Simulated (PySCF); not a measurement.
## Radial density of Te⁺ (tellurium, charge +1)

M06-L, [Kr] 4d10 5s2 5p3, high-spin 4S determinant. Calculation: PySCF 2.14, in aug-cc-pVTZ-DK3; scalar relativity by spin-free X2C-1e.

```tsv
r (bohr)	4πr²ρ (e/bohr)	4πr²(ρα − ρβ)
0.0279	62.22	0.0208
0.0470	61.63	0.0508
0.0790	86.01	0.0402
0.133	67.04	-0.0138
0.224	70.51	0.1054
0.376	42.32	-0.0001
0.632	25.29	0.2610
1.06	15.66	0.0023
1.79	4.076	1.4610
3.01	1.313	0.9161
5.06	0.04935	0.0410
8.52	6.681e-05	0.0000
```

Densities and radii are taken from the X2C orbitals without a picture-change correction, which distorts them close to the nucleus.

Q: Where is the radial spin density 4πr²(ρα − ρβ) most negative, and why is it negative at all?

A: Around r = 0.133 bohr, down to -0.0138 e/bohr: exchange with the open shell polarises the paired shells in an unrestricted calculation.
